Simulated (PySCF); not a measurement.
Species: C4H14Si4.
Structure used (PBE0-D3(BJ)/def2-SVP), in Å, numbered top down from 1:
```
atom  x, y, z in Å
C1     3.2447    0.4615   -1.5740
C2     2.2674   -0.0546   -0.6349
C3     1.4452   -0.4874    0.1561
Si4    0.1191   -1.0658    1.2773
C5    -0.3208   -2.8597    0.9281
Si6   -1.6680    0.3810    0.8033
Si7   -0.9860    2.5799    1.2370
Si8   -2.1058    0.1818   -1.4906
H9     3.7975   -0.3578   -2.0607
H10    3.9766    1.1080   -1.0650
H11    2.7574    1.0567   -2.3621
H12    0.5690   -0.9059    2.6958
H13   -1.1441   -3.1908    1.5792
H14    0.5486   -3.5116    1.1051
H15   -0.6361   -2.9789   -0.1195
H16   -2.8971    0.0471    1.5961
H17   -2.0577    3.5597    0.8754
H18    0.2282    2.8779    0.4166
H19   -0.6457    2.7576    2.6831
H20   -2.4759   -1.2253   -1.8433
H21   -0.8763    0.5556   -2.2552
H22   -3.2232    1.0839   -1.9112
```

Method used: TDDFT wB97X-D/def2-SVPD, vertical, gas phase, core orbitals frozen in the response in PySCF.

Kohn–Sham orbitals with the atoms that hold most of them (Löwdin shares over 4%, at most four atoms; ? is withheld):

| orbital | ε (eV) | atoms |
| --- | --- | --- |
| LUMO+2 | 1.75 | Si6 18%, Si8 14%, Si4 12%, Si7 11% |
| LUMO+1 | 1.56 | Si6 18%, Si8 16%, Si7 14%, C2 8% |
| LUMO | 1.37 | Si4 19%, Si6 13%, C2 10%, C3 9% |
| HOMO | ? | ? |
| HOMO-1 | -9.50 | ? |
| HOMO-2 | -9.57 | Si6 22%, C3 15%, Si7 14%, Si8 14% |
| HOMO-3 | -10.03 | C3 23%, C2 19%, Si6 16%, Si4 8% |

**Question.** Which atoms hold the HOMO-1, and with what shares?

**Answer.** C3 (bonded to C and Si) 23%; C2 (bonded to 2 C) 22%; Si6 (bonded to 3 Si and H) 10%; Si8 (bonded to Si and 3 H) 7%. By element: carbon 44% or more, silicon 17% or more.

**Question.** Which atoms hold the HOMO, and with what shares?

**Answer.** Si6 (bonded to 3 Si and H) 21%; C3 (bonded to C and Si) 17%; C2 (bonded to 2 C) 17%; Si4 (bonded to 2 C, Si and H) 16%. By element: silicon 37% or more, carbon 34% or more.

**Question.** What is the HOMO energy, and the HOMO–LUMO gap?

**Answer.** ε(HOMO) = -8.95 eV; the gap is 10.32 eV (0.3793 hartree).

**Question.** How does S1 compare with the orbital gap of 10.32 eV?

**Answer.** S1 is at 5.73 eV (f = 0.0042), 4.59 eV below the gap, made of HOMO→LUMO (48%). 

Next come S2 at 5.99 eV (f 0.015), HOMO→LUMO+1 (27%), HOMO→LUMO+2 (14%), HOMO-1→LUMO (14%); S3 at 6.06 eV (f 0.0036), HOMO-1→LUMO+1 (18%), HOMO-1→LUMO+2 (13%), HOMO-2→LUMO+1 (12%); S4 at 6.58 eV (f 0.015), HOMO→LUMO+3 (21%), HOMO→LUMO (16%), HOMO-3→LUMO (11%); S5 at 6.60 eV (f 0.030), HOMO→LUMO+1 (33%), HOMO→LUMO+4 (12%), HOMO-3→LUMO+1 (10%).

One conformer stands for the species.
